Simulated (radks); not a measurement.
Results of a calculation; reference values are marked as such.
Ce V, configuration [Xe] (the NIST ground configuration). Level of theory: non-relativistic Kohn-Sham, MS2 meta-GGA, spin-polarised, spherical densities, point nucleus; meta-GGA in the generalised Kohn-Sham scheme; relativity is left out, which matters for an element this heavy (a radial shooting solver on a logarithmic mesh with Libxc functionals). Some entries of the table are withheld. Estimate them.

orbital,occ.,eigenvalue (hartree),r(max) (bohr)
1s,2,-1410.434,(1)
2s,2,-220.9324,0.09535
2p,6,-208.8489,0.07452
3s,2,(2),0.2682
3p,6,(3),(4)
3d,10,-34.17168,0.2065
4s,2,-11.25428,0.6199
4p,6,-9.27816,0.6301
4d,10,-5.83771,0.6480
5s,2,-2.78332,1.411
5p,6,-2.20896,1.514
4f,0,(5),0.6673
6s,0,-0.99789,3.138

Answer. 
(1) 1s r(max) (bohr): 0.01735
(2) 3s eigenvalue (hartree): -49.05975
(3) 3p eigenvalue (hartree): -43.82604
(4) 3p r(max) (bohr): 0.2555
(5) 4f eigenvalue (hartree): -1.85170
